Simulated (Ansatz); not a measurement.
`N[SiH](F)F` + `[CH3]`• → `N[Si](F)F`• + CH₄ at 400 K and 1 bar (hydrogen abstraction from the Si–H bond).

Computed with Ansatz on PBE0-D4/def2-TZVP structures; ΔE is electronic, products minus reactants. CCSD(T)/CBS is extrapolated from def2-TZVPP and def2-QZVPP, frozen cores. Open shells (•) are unrestricted, without spin–orbit coupling. One conformer a species, not always the lowest.

```csv
species,CCSD(T)/CBS energy (Eh),H − E (kJ/mol),S (J/(mol·K))
`N[SiH](F)F`,-545.34452,133.0,332.9
`[CH3]`•,-39.77951,92.9,206.6
`N[Si](F)F`•,-544.67960,107.4,333.9
CH₄,-40.45885,131.3,197.2
```

H − E and S are ideal-gas, rigid-rotor, harmonic terms from PBE0-D4/def2-TZVP, for one conformer and one mirror image of each species, with the whole ground term of open shells counted as degenerate. 1 Eh = 2625.50 kJ/mol, R = 8.31446 J/(mol·K).

**Question.** By hand: ΔE, ΔH, ΔS and ΔG.

**Answer.** ΔE = (-544.67960) + (-40.45885) − (-545.34452) − (-39.77951) = -0.01442 Eh = -37.9 kJ/mol. Δ(H − E) = 107.4 + 131.3 − 133.0 − 92.9 = 12.8, so ΔH = -25.1 kJ/mol. ΔS = 333.9 + 197.2 − 332.9 − 206.6 = -8.4 J/(mol·K). ΔG = -25.1 − 400 × (-8.4)/1000 = -21.7 kJ/mol.

**Question.** By hand: the equilibrium constant, and the temperature at which ΔG would vanish if ΔH and ΔS stayed fixed.

**Answer.** log₁₀ K = −ΔG/(RT ln 10) = 2.8. ΔG = 0 at ΔH/ΔS = 2988 K, far beyond where these terms or the molecules hold.

The number of gas molecules stays the same, so ΔS is small and ΔH decides. A doubt of 5 kJ/mol in ΔE shifts log₁₀ K by 0.7 here. Other conformers and mirror images would add mixing entropy, several J/(mol·K) or more a flexible species. These are equilibria of isolated gas molecules and say nothing of rates. Largest T1 diagnostic: 0.014 (customary marks: 0.02 for closed shells, 0.045 for open ones).
